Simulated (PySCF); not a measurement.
Cl3Ga, SMILES `[Cl][Ga]([Cl])[Cl]`, neutral singlet in the gas phase. 

Cartesian coordinates (Å):
SMILES: [Cl][Ga]([Cl])[Cl]
```xyz
4

Cl    -1.0695    -1.8411    -0.0258
Ga     0.0000     0.0000     0.0000
Cl    -1.0593     1.8471    -0.0171
Cl     2.1288    -0.0060     0.0429
```
Charge 0, multiplicity 1.

All levels are single points at this geometry (PBE-D3(BJ)/def2-TZVP); Pople sets use spherical d functions. Orbital energies aren't observables, and empty levels follow the basis.

HF/6-31G* in PySCF gives dipole (D) = 0.00.

Task: Estimate the dipole (D) from each of these levels: PBE-D3(BJ)/def2-TZVP in PySCF; M06-2X/6-31G* in PySCF; PBE/6-31G* in PySCF; SVWN5/6-31G* in PySCF; HF/STO-3G in PySCF.

Result: 
```tsv
level	dipole (D)
PBE-D3(BJ)/def2-TZVP in PySCF	0.00
M06-2X/6-31G* in PySCF	0.00
PBE/6-31G* in PySCF	0.00
SVWN5/6-31G* in PySCF	0.00
HF/STO-3G in PySCF	0.00
```
